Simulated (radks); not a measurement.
Yb LXX, 1 electrons, occupied as 1s1.

Method: Dirac Kohn-Sham, LB94 model potential, spin-unpolarised, spherical densities, finite nucleus; Fermi nuclear charge, rms radius 5.3108 fm; computed with a radial shooting solver on a logarithmic mesh with Libxc functionals.

Energy parts (eV):
kinetic: 83147.91
electron-nucleus: -154826.13
Hartree: 663.20
(The LB94 potential has no energy functional, so no total or exchange-correlation energy is given.)

Orbitals (lengths in bohr, moments of r in powers of bohr; r(max) is where P^2 peaks):
| orbital | occ. | eigenvalue (eV) | <r^4> | r(max) |
|---|---|---|---|---|
| 1s1/2 | 1 | -71357.15 | 7.156e-07 | 0.01229 |

The highest occupied level is 1s1/2 at -71357 eV. The density falls to 0.001 e/bohr^3 at r = 0.13 bohr. The electron density at the nucleus is 4.392e+05 e/bohr^3.
